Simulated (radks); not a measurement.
Spherical quantum dot in the effective-mass picture: electrons in a hard-walled sphere of radius 3.55, with a point charge +1 (a donor) at the centre, all in effective atomic units (hartree* = m*/eps^2 hartree, bohr* = eps/m* bohr), one dielectric constant everywhere. Method: non-relativistic Kohn-Sham, exchange-only LDA, spin-polarised, spherical densities; computed with a radial shooting solver with Libxc functionals. Levels are named by radial order and angular momentum (1s, 1p, 1d, 2s, ...), and open shells are averaged over m. Results are scaled to m* = 0.1 and eps = 13.2, for which hartree* = 15.62 meV and bohr* = 6.985 nm.

N = 29, configuration 1s2 1p6 1d10 2s(up 1, down 0) 1f(up 7, down 3). This is the lowest configuration that the search found. Occupied and some empty levels:

level,occupation,eigenvalue (meV),<r> (nm)
1s up,1,161.74,16.33
1s down,1,162.85,16.59
1p up,3,165.22,17.48
1p down,3,166.18,17.49
1d up,5,170.74,18.06
1d down,5,171.68,18.06
2s up,1,177.53,9.391
1f up,7,178.25,18.52
1f down,3,179.20,18.51
2s down,0,180.88,9.801
1g up,0,187.63,18.89
1g down,0,188.59,18.89
2p up,0,193.18,12.43
2p down,0,194.77,12.67
2d up,0,207.00,13.95
2d down,0,208.08,14.04

Energy (meV): total 2687.54, kinetic 710.11, external -195.97, Hartree 2372.6, exchange-correlation -199.23.
